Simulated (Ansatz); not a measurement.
Basis-set extrapolation for C3H4BF (`BC1(F)C=C1`) (PBE0-D4/def2-TZVP geometry, frozen core, Ansatz). Multiplicity 1, RHF reference.

```tsv
	def2-TZVPP	def2-QZVPP
HF	-240.032900	-240.043429
MP2 correlation	-0.815044	-0.876310
CCSD(T) correlation	-0.878270	not run
```

Energies in hartree. Use E(X) = E(∞) + A·exp(−7.88·√X) for Hartree–Fock and E(X) = E(∞) + B·X^(−2.97) for correlation, with X = 3 and 4, and add CCSD(T) minus MP2 of the smaller set to the MP2 limit.

What is the CCSD(T) energy at the basis-set limit?

HF limit: -240.043429 + (-0.010529) × 0.13774 = -240.04488. MP2 limit: -0.876310 + (-0.061266) × 0.74074 = -0.92169. Higher-order term: -0.878270 − (-0.815044) = -0.06323. Total: -241.02980 hartree, 311.5 kJ/mol below CCSD(T)/def2-TZVPP.
